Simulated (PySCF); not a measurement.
A geometry optimisation on `C=C(F)Cc1ccc([S-])cc1Cl`.

Computed with PBE0-D3(BJ)/def2-SVP geometry optimisation, gas phase (PySCF 2.14.0). Start geometry: GFN2-xTB. The input is one job of a driver script: a line of settings, then coordinates in Å.

Command:
```bash
OMP_NUM_THREADS=2 python probes_run.py task.json out
```

Input:
```
{"job": {"xc": "PBE0", "basis": "def2-SVP", "d3": "d3bj", "grid": 1, "shake": 0.01, "kind": "geom"}, "charge": -1, "multiplicity": 1}
C      2.352830    -0.433400    -1.012160
C      2.395150    -0.151590     0.271030
F      3.607780    -0.132990     0.870310
C      1.323420     0.137450     1.230650
C     -0.065120     0.098310     0.573090
C     -0.852070    -1.044930     0.601420
C     -2.066430    -1.105450    -0.004690
C     -2.590580     0.016210    -0.692600
S     -4.119500    -0.037260    -1.428990
C     -1.817980     1.177740    -0.700810
C     -0.601170     1.198110    -0.085240
Cl     0.353560     2.679610    -0.160220
H      3.187410    -0.585890    -1.610570
H      1.364550    -0.427950    -1.505380
H      1.474590     1.104930     1.686230
H      1.336190    -0.596260     2.043620
H     -0.464270    -1.911650     1.118850
H     -2.674610    -2.003560     0.033710
H     -2.194100     2.044130    -1.222430
```

Output:
```
step   0  E = -1304.06660110  max force = 0.054936
step   1  E = -1304.07486907  max force = 0.015993
step   2  E = -1304.07535872  max force = 0.005085
step   3  E = -1304.07543232  max force = 0.002881
step   4  E = -1304.07555485  max force = 0.001422
step   5  E = -1304.07556780  max force = 0.000780
step   6  E = -1304.07557917  max force = 0.000469
step   7  E = -1304.07558729  max force = 0.000398
optimisation converged
```

Energies in Eh; «max force» is the largest Cartesian gradient component in Eh/bohr.

How much energy does the optimisation release, in eV?

E(step 0) − E(last step) = 0.008986 Eh, which is 0.245 eV.

Main results: final energy -1304.07559 Eh after 7 steps.

Where do the atoms end?

0.061 Å rms from the input after alignment:
```
atom  x, y, z in Å
C1     2.4882   -0.4112   -0.8406
C2     2.5490   -0.0916    0.4479
F3     3.7508    0.0114    1.0545
C4     1.4250    0.1811    1.3961
C5     0.0576    0.1509    0.7868
C6    -0.7360   -1.0092    0.8073
C7    -1.9871   -1.0706    0.2179
C8    -2.5694    0.0427   -0.4579
S9    -4.1154   -0.0137   -1.1857
C10   -1.7589    1.2162   -0.4774
C11   -0.5098    1.2480    0.1192
Cl12   0.4118    2.7477    0.0295
H13    3.4009   -0.5850   -1.4127
H14    1.5127   -0.4871   -1.3209
H15    1.6311    1.1606    1.8625
H16    1.4956   -0.5644    2.2088
H17   -0.3374   -1.8972    1.3121
H18   -2.5735   -1.9918    0.2602
H19   -2.1467    2.1048   -0.9776
```

Hardware: an Intel Xeon Platinum 8488C with 2 threads, on a shared host. Cost: 2.2 min wall, 5.3 min CPU, 1.3 GiB resident at most.
Labels such as C1 count atoms from 1, the log's own numbers from 0.
